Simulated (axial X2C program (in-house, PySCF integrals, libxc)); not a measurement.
**IrC⁺ along the bond: PBE0, 2c**

All values were computed with an axial X2C code built on PySCF integrals. Two-component (2c) means X2C with spin–orbit coupling and atomic mean-field two-electron Coulomb and Gaunt terms. Basis: Ir dyall-cv3z [13s14p9d6f4g], C dyall-v3z [7s6p2d1f] (cores contracted in-house); Gaussian nuclei, density fitting, unrestricted open shells. Masses: Ir 192.963 u, C 12.000 u.

State: Ω = 3 (⟨Sz⟩ = 1.00, ⟨Lz⟩ = 2.00 at PBE0). Dipoles are positive if C is the positive end and refer to the centre of mass.

| R (Å) | μ (D) | HOMO (eV) | LUMO (eV) |
| --- | --- | --- | --- |
| 1.449 | -0.899 | -14.09 | -11.87 |
| 1.515 | -0.917 | -14.19 | -11.68 |
| 1.565 | -0.903 | -14.24 | -11.55 |
| 1.615 | -0.865 | -14.29 | -11.41 |
| 1.665 | -0.806 | -14.33 | -11.28 |
| 1.723 | -0.712 | -14.36 | -11.13 |
| 1.782 | -0.593 | -14.38 | -10.99 |
| 1.857 | -0.412 | -14.39 | -10.94 |
| 1.948 | -0.160 | -14.37 | -10.87 |
| 2.081 | 0.230 | -14.29 | -10.75 |

**Question.** The minimum lies at 1.660 Å. What is the dipole moment there?

**Answer.** At PBE0, 2c, with the sign and origin stated: μ = -0.81 D.

The state is one determinant whose occupation by symmetry is held fixed; it was picked as the lowest of a PBE0 search that is not exhaustive. Density functionals use the spin component along the axis (collinear). The functionals have no current-density term, which raises determinants with orbital currents, atoms included. With several unpaired electrons one determinant need not be a pure state. A state of lower Ω lies just above, and one determinant can place such states too high, so the state shown need not be the lowest. The search has Ω = 0 only 0.08 eV up. The lowest spin-free determinant has another configuration (M_S = 0, Λ = 0), so the order of states is uncertain and this need not be the ground state.
